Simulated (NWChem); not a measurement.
System: hexanethiol (C$_{6}$H$_{14}$S); SMILES CCCCCCS

Input file for NWChem:

```
start job
memory heap 200 mb stack 900 mb global 1100 mb
geometry units angstroms
  C     -0.482034     4.327676     0.000000
  C      0.425438     3.092922     0.000000
  C     -0.353604     1.770966     0.000000
  C      0.548948     0.529822     0.000000
  C     -0.238438    -0.788726     0.000000
  C      0.678741    -2.014040     0.000000
  S     -0.341788    -3.555259     0.000000
  H     -1.130490     4.343124    -0.884756
  H      0.103258     5.254310     0.000000
  H     -1.130490     4.343124     0.884756
  H      1.085946     3.123801    -0.878281
  H      1.085946     3.123801     0.878281
  H     -1.014662     1.739560    -0.878753
  H     -1.014662     1.739560     0.878753
  H      1.208945     0.560573    -0.879383
  H      1.208945     0.560573     0.879383
  H     -0.893996    -0.825433    -0.880374
  H     -0.893996    -0.825433     0.880374
  H      1.319160    -2.010283     0.887849
  H      1.319160    -2.010283    -0.887849
  H      0.685590    -4.431839     0.000000
end
basis spherical
  C library 6-31g*
  S library 6-31g*
  H library 6-31g*
end
dft
  xc hfexch
  iterations 150
end
driver
  maxiter 120
end
task dft optimize
```

Excerpt of the output:

```
             Northwest Computational Chemistry Package (NWChem) 7.3.0
             --------------------------------------------------------

 CS  symmetry detected

                             Geometry "geometry" -> ""
                             -------------------------

 Output coordinates in angstroms (scale by  1.889725989 to convert to a.u.)

  No.       Tag          Charge          X              Y              Z
 ---- ---------------- ---------- -------------- -------------- --------------
    1 C                    6.0000    -0.47903378     4.33832789     0.00000000
    2 C                    6.0000     0.42782415     3.10312283     0.00000000
    3 C                    6.0000    -0.35187506     1.78155435     0.00000000
    4 C                    6.0000     0.55005970     0.53996173     0.00000000
    5 C                    6.0000    -0.23798182    -0.77819460     0.00000000
    6 C                    6.0000     0.67858782    -2.00396449     0.00000000
    7 S                   16.0000    -0.34270739    -3.54467587     0.00000000
    8 H                    1.0000    -1.12748202     4.35409832    -0.88475600
    9 H                    1.0000     0.10671889     5.26467075     0.00000000
   10 H                    1.0000    -1.12748202     4.35409832     0.88475600
   11 H                    1.0000     1.08834743     3.13367340    -0.87828100
   12 H                    1.0000     1.08834743     3.13367340     0.87828100
   13 H                    1.0000    -1.01294859     1.75047705    -0.87875300
   14 H                    1.0000    -1.01294859     1.75047705     0.87875300
   15 H                    1.0000     1.21007191     0.57038456    -0.87938300
   16 H                    1.0000     1.21007191     0.57038456     0.87938300
   17 H                    1.0000    -0.89355799    -0.81457564    -0.88037400
   18 H                    1.0000    -0.89355799    -0.81457564     0.88037400
   19 H                    1.0000     1.31900860    -2.00052592     0.88784900
   20 H                    1.0000     1.31900860    -2.00052592    -0.88784900
   21 H                    1.0000     0.68423463    -4.42176660     0.00000000

 Effective nuclear repulsion energy (a.u.)     353.0428830010

      Symmetry information
      --------------------

 Group name             Cs
 Group number              2
 Group order               2
 No. of unique centers    15

                                Z-matrix (autoz)
                                --------

 Units are Angstrom for bonds and degrees for angles

[...]

      ----------------------
      Optimization converged
      ----------------------

  Step       Energy      Delta E   Gmax     Grms     Xrms     Xmax
  ---- ---------------- -------- -------- -------- -------- --------
@    4    -632.87211585 -1.2D-06  0.00006  0.00001  0.00055  0.00166
                                     ok       ok       ok       ok

                                Z-matrix (autoz)
                                --------

 Units are Angstrom for bonds and degrees for angles

[...]
```

Level: Hartree-Fock/6-31G* (spherical d).
